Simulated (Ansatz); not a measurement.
The cluster Li₅H₄. Total charge 0; doublet. Geometry PBE-D4/def2-TZVP, basis def2-TZVP, Ansatz.

| atom | x (Å) | y (Å) | z (Å) |
| --- | --- | --- | --- |
| Li1 | -0.7159 | 1.5875 | 0.5539 |
| Li2 | 1.6182 | 1.3869 | -0.6642 |
| Li3 | -0.5284 | 0.2592 | -1.7226 |
| Li4 | 0.9538 | -0.8111 | 0.5370 |
| Li5 | -1.6131 | -1.3463 | 0.6639 |
| H6 | 1.1221 | -0.2513 | -1.2544 |
| H7 | -1.6069 | 0.1684 | -0.2232 |
| H8 | 0.9321 | 1.0264 | 0.9736 |
| H9 | -0.1619 | -2.0196 | 1.1359 |

```
run  HOMO (eV)  LUMO (eV)
  A      -2.55      -1.36
  B      -3.16      -0.76
  C      -2.83      -0.87
  D      -2.54      -1.63
  E      -2.60      -0.99
```

Another isomer (doublet) lies 0.21 eV lower at PBE0-D4/def2-TZVP; other spin states weren't run for this one.

HOMO and LUMO are taken over both spins.

**Question.** The runs used LDA (SPW92), PBE, PBE0, r2SCAN, r2SCANh. Estimate which is which.

**Answer.** A PBE (0 % exact exchange); B PBE0 (25 % exact exchange); C r2SCANh (10 % exact exchange); D LDA (SPW92) (0 % exact exchange); E r2SCAN (0 % exact exchange). Exact exchange lowers occupied and raises empty levels; among semilocal functionals meta-GGAs tend to open the gap a little, and such runs are hard to tell apart. The gap grows from 0.91 eV (LDA (SPW92)) to 2.40 eV (PBE0).
